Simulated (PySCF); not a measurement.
Computed IR spectrum (relative IR intensity) of a molecule C₂H₉NOSi. The structure is a stationary point at PBE0-D3(BJ)/def2-SVP. Other conformers were not sampled. Level of theory: PBE0-D3(BJ)/def2-SVP run with PySCF. Frequencies are harmonic and unscaled.

```csv
ν (cm⁻¹),relative intensity
198,9.6
259,20
270,14
319,35
399,16
631,3.5
666,2.0
753,11
768,6.7
828,7.9
877,18
904,84
922,100
1172,42
1224,57
1265,19
1429,2.9
1477,4.0
1540,21
2271,56
2997,27
3068,18
3121,13
3625,11
3727,13
```

Task: Pick the molecule that these values belong to.
(A) COC[SiH2]N
(B) CC[Si@@H](N)O
(C) CO[Si@H](C)N
(D) C[Si@H](O)CN

Result: C, CO[Si@H](C)N
